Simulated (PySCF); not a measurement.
C₂H₇AlClN. Atoms are numbered in the order given.

```xyz
12

Al    -0.2531     0.1121     0.0000
Cl     0.6628     2.0261     0.0000
C     -2.1893    -0.0669     0.0000
H     -2.5179    -1.1186     0.0000
H     -2.6263     0.4251     0.8853
H     -2.6263     0.4251    -0.8853
N      0.8709    -1.2592     0.0000
C      0.5824    -2.6824     0.0000
H      1.8708    -1.0708     0.0000
H      0.9867    -3.2001    -0.8907
H      0.9867    -3.2001     0.8907
H     -0.5064    -2.8518     0.0000
```
Charge 0, spin multiplicity 1.

Geometry: B3LYP-D3(BJ)/def2-SVP. The structure was generated by enumeration; whether it is a known compound was not checked. The values are those of a single conformer.

Method: PySCF with PBE/def2-TZVP.

ESP charges are fitted to the potential on shells at 1.4 to 2.0 van der Waals radii. Atomic charges (e):

| atom | Mulliken | Löwdin | meta-Löwdin | ESP fit |
|---|---|---|---|---|
| Al1 | 0.49 | -0.28 | 0.81 | 0.73 |
| Cl2 | -0.28 | 0.27 | -0.34 | -0.32 |
| C3 | -0.57 | -0.49 | -0.66 | -0.51 |
| H4 | 0.13 | 0.14 | 0.13 | 0.13 |
| H5 | 0.15 | 0.15 | 0.14 | 0.11 |
| H6 | 0.15 | 0.15 | 0.14 | 0.11 |
| N7 | -0.35 | -0.09 | -0.55 | -0.73 |
| C8 | -0.28 | -0.36 | -0.23 | 0.10 |
| H9 | 0.21 | 0.18 | 0.23 | 0.32 |
| H10 | 0.12 | 0.11 | 0.11 | 0.02 |
| H11 | 0.12 | 0.11 | 0.11 | 0.02 |
| H12 | 0.12 | 0.12 | 0.11 | 0.03 |
